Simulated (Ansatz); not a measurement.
Ansatz results at the PBE0-D4/def2-TZVP geometry: LUMO energy (PBE/def2-TZVPP) -2.10 eV; HOMO–LUMO gap (PBE/def2-TZVPP) 3.41 eV; HOMO–LUMO gap (PBE0/def2-TZVPP) 5.68 eV.

Each molecule was computed in one conformer, which needn't be the lowest.

(1) Which molecule gave them?
A. `O=C=[N][SnH2][Cl]`
B. `[F][SnH]([F])[I]`
C. `CC[N](C)[SnH]([F])[Cl]`
D. `C[Se][SnH3]`

Answers

(1) C. The others give `[F][SnH]([F])[I]`: -3.31, 4.00, 6.05; `O=C=[N][SnH2][Cl]`: -2.24, 4.93, 7.23; `C[Se][SnH3]`: -1.43, 3.90, 5.83.
